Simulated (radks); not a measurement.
Task: These are the eigenvalues of the occupied orbitals of an atom or ion with whole-number occupations (hartree). Method: Dirac Kohn-Sham, PBE, spin-unpolarised, spherical densities, point nucleus; computed with a radial shooting solver on a logarithmic mesh with Libxc functionals.

1s1/2: -10.59783
2s1/2: -0.94651
2p1/2: -0.62511

Which element is it, and in what charge state? The configuration may be excited. Open shells, if any, fill j = l - 1/2 first.

Result: Z = 6, carbon, charge +1: C+ in [He] 2s2 2p1. The list shows which subshells hold electrons but not how many an open one holds; the 1s level, -10.598 hartree, gives Z - s = 4.6 by -(Z - s)^2/2, which with screening and relativity narrows Z to a few neighbours, and the depths of the outer levels then fix element, charge and occupations together.
